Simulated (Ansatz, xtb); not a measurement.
**Relative energy of two isomers of C4H3ClF4**

Structure X is `C=C(Cl)[C@H](F)C(F)(F)F`, a singlet and structure Y is `F/C(=C\C(F)(F)F)CCl`, a singlet. Both are isolated molecules in the gas phase, relaxed with B3LYP/def2-SVP; each stands in its lowest conformer found.

Question: Estimate which is lower in electronic energy at CCSD(T)/def2-SVP + ΔMP2/def2-TZVPP, and by roughly how much.

Answer: Too close to call at this level: CCSD(T)/def2-SVP + ΔMP2/def2-TZVPP gives E(Y) − E(X) = −0.030 eV.

Level by level:

```
                             level        geometry  E(Y) − E(X) (eV)  departure from the last row (eV)  job, with rough time for the two
                          GFN2-xTB        GFN2-xTB              −0.080                            −0.050              optimisation, 0.15 s
                         HF/STO-3G        GFN2-xTB              −0.329                            −0.299              single point, 0.46 s
                r2SCAN-D4/def2-SVP        GFN2-xTB              −0.118                            −0.088               single point, 4.3 s
                    B3LYP/def2-SVP  B3LYP/def2-SVP              −0.136                            −0.106                optimisation, 39 s
                       HF/def2-SVP  B3LYP/def2-SVP              −0.091                            −0.061           part of the CCSD(T) run
                      MP2/def2-SVP  B3LYP/def2-SVP              −0.036                            −0.006           part of the CCSD(T) run
                  CCSD(T)/def2-SVP  B3LYP/def2-SVP              −0.021                            +0.010                      single point
CCSD(T)/def2-SVP + ΔMP2/def2-TZVPP  B3LYP/def2-SVP              −0.030                                               single point, 2.3 min
```

As drawn, both hold the same kinds of bond in the same numbers.

The largest departure from CCSD(T)/def2-SVP + ΔMP2/def2-TZVPP is that of HF/STO-3G, 0.299 eV. A small imaginary or near-zero mode remains, so no thermal terms are given. The last row adds to CCSD(T) the change of the MP2 difference between the two basis sets, here −0.010 eV.

The correlated steps freeze 13 core orbitals. Codes used: Ansatz 0.2.0, xtb 6.7.1; the last row on 4 threads of Arm Neoverse V1 on a shared host.
